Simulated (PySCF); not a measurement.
**CoCl2: adding exact exchange**

Base calculation in PySCF with density fitting and no spin–orbit coupling, PBE/def2-TZVP (no relativity): quartet, D∞h, Co–Cl 2.077 Å (×2); wavenumbers 72 (×2), 352, 500 cm⁻¹; polar-tensor charge of Co 0.87 e, atomisation energy (no zero-point energy) 844 kJ/mol.

Problem. What changes on going to PBE0/def2-TZVP (no relativity)?

Solution. The point group stays the same. Changes: mean bond to Co +0.012 Å, highest wavenumber +9 cm⁻¹, lowest wavenumber +4 cm⁻¹, polar-tensor charge of Co +0.26 e, atomisation energy (no zero-point energy) -70 kJ/mol. The new structure has Co–Cl 2.089 Å (×2), with wavenumbers 76 (×2), 353, 509 cm⁻¹.

Open d or f shells are single determinants, so the state found may not be the ground state. Only the bonding shown was studied: isomers, or loss of a ligand pair, can lie lower.
